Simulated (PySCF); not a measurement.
## Correlation energy of Yb⁶⁷⁺ (ytterbium, charge +67)

[He] 2s1, 2S determinant. Computed with PySCF 2.14 in an even-tempered Gaussian basis (17 s from 46 bohr⁻², ratio 2.2; 8 p from 69 bohr⁻², ratio 2.4; 5 d from 210 bohr⁻², ratio 2.4; 5 f from 310 bohr⁻², ratio 2.4; 4 g from 470 bohr⁻², ratio 2.4), with no relativity, point nucleus. Frozen: nothing; 3 electrons correlated; the 8 highest virtual orbitals of each spin left out.

MP2 pair energies summed by pair of shells (mhartree):

```json
{"pair": "1s-1s", "energy": "-43.19", "share (%)": "83.2"}
{"pair": "1s-2s", "energy": "-8.73", "share (%)": "16.8"}
```

Total MP2 correlation energy: -51.92 mhartree.

At this charge a non-relativistic calculation is a model, useful for the Z dependence of the correlation energy.
